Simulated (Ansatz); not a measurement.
Diatomic Hg2, closed-shell singlet (lowest of 2S+1 = 1, 3 at CCSD(T)/def2-TZVPP on PBE0 minima; our sources give no spin for the ground state, which may be another). No spin–orbit coupling.

Constants: fifth-degree fit in 1/R to seven points, most abundant isotopes. In def2 and cc sets the state is the lowest found near the PBE0 minimum, followed along R. The singlet is held restricted.

Correlated levels freeze the inner cores; with def2 sets outer-core shells near the valence are correlated too.

Run with Ansatz (an electronic-structure program).  In def2 rows elements past Kr take small-core potentials, without spin–orbit coupling.

**Question.** What bond length and harmonic frequency does CCSD/def2-QZVPP give?

**Answer.** r_e = 3.823 Å, ω_e = 18 cm⁻¹.

**Question.** What bond length and harmonic frequency does CCSD(T)/def2-TZVPP give?

**Answer.** r_e = 3.863 Å, ω_e = 19 cm⁻¹.

**Question.** What bond length and harmonic frequency does CCSD(T)/def2-QZVPP give?

**Answer.** r_e = 3.641 Å, ω_e = 22 cm⁻¹.
